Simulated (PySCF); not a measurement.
Geometry:
```csv
atom,x (Å),y (Å),z (Å)
C1,4.133,1.143,-1.370
O2,2.809,0.717,-1.418
C3,2.304,0.320,-0.181
C4,0.867,-0.105,-0.374
O5,0.357,-0.473,0.874
C6,-0.864,-1.150,0.850
C7,-2.047,-0.237,0.576
O8,-3.208,-1.001,0.693
C9,-4.376,-0.290,0.433
H10,4.435,1.427,-2.388
H11,4.263,2.022,-0.707
H12,4.814,0.346,-1.011
H13,2.883,-0.524,0.247
H14,2.343,1.145,0.560
H15,0.307,0.734,-0.831
H16,0.826,-0.950,-1.090
H17,-1.002,-1.608,1.841
H18,-0.857,-1.969,0.103
H19,-2.033,0.602,1.302
H20,-1.972,0.212,-0.436
H21,-4.389,0.126,-0.594
H22,-5.224,-0.980,0.540
H23,-4.517,0.552,1.140
```

Geometry: PBE0-D3(BJ)/def2-SVP; GIAO shifts from PySCF, gas phase, non-relativistic, averaged over equivalent atoms.

At B97-2/pcSseg-1 (223 basis functions, 51 s wall time on 1 thread of an Arm Neoverse V1, shared host):
```csv
atoms,δ (ppm)
C3/C7,71.3
C4/C6,70.8
C1/C9,59.2
O5,25.1
O2/O8,12.5
H15/H16/H17/H18,3.43
H10/H11/H12/H21/H22/H23,3.31
H13/H14/H19/H20,3.23
```

Scale: TMS for ¹³C (σref 183.69) and ¹H (σref 31.38); ¹⁷O (σref 331.62) against H2O (reference shieldings calculated alike).

Q: What do these become at PBE0/pcSseg-1?

A: 
```
                  atoms  δ at PBE0/pcSseg-1  change
                  C3/C7                72.1    +0.8
                  C4/C6                71.5    +0.7
                  C1/C9                59.6    +0.4
                     O5                25.0    -0.1
                  O2/O8                11.7    -0.8
        H15/H16/H17/H18                3.44   +0.01
H10/H11/H12/H21/H22/H23                3.32   +0.01
        H13/H14/H19/H20                3.23   +0.00
```

References, each an isolated molecule treated in the same way: ¹³C (σ = 184.41 ppm) and ¹H (σ = 31.27 ppm) against TMS; ¹⁷O (σ = 334.56 ppm) vs H2O.

The largest change is at O2/O8 (ether oxygen). Cost: 223 basis functions, 46 s wall time on 1 thread of an Arm Neoverse V1, shared host. The order of the carbon signals is the same at both levels.

Experimental scales use liquid or dissolved standards, which lie at an offset from isolated H2O (liquid H2O: subtract about 36 ppm).
